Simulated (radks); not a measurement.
Problem. Radial electron density D(r) = 4 pi r^2 rho(r) of an atom or ion with 6 electrons. Method: non-relativistic Kohn-Sham, PBEsol, spin-polarised, spherical densities, point nucleus; computed with a radial shooting solver on a logarithmic mesh with Libxc functionals.

```
   r/bohr * D(r) (the largest magnitude, 26, reaches the edge; | marks zero)
 0.002603 |*
 0.003205 | *
 0.003977 |  *
 0.004936 |   *
 0.006078 |     *
 0.007543 |        *
 0.009362 |            *
  0.01153 |                *
  0.01431 |                      *
  0.01775 |                              *
  0.02186 |                                     *
  0.02713 |                                             *
  0.03367 |                                                   *
  0.04146 |                                                      *
  0.05145 |                                                     *
  0.06386 |                                               *
  0.07862 |                                       *
  0.09758 |                              *
   0.1211 |                        *
   0.1491 |                     *
   0.1851 |                    *
   0.2297 |                  *
   0.2828 |                *
   0.3509 |             *
   0.4356 |          *
   0.5363 |        *
   0.6656 |    *
    0.826 | *
    1.017 |*
    1.262 *
    1.567 *
```

What is the nuclear charge?

Solution. Z = 24. The innermost maximum, from 1s, lies near 1/Z = 0.0417 bohr (found: 0.0438), and its height grows with Z. The density is that of the chromium ion Cr18+ in [He] 2p2 3d2; the configuration itself is not fixed sharply by these data, and Z only to about a unit. D(r) has 1 maximum, at r = 0.0438 bohr.
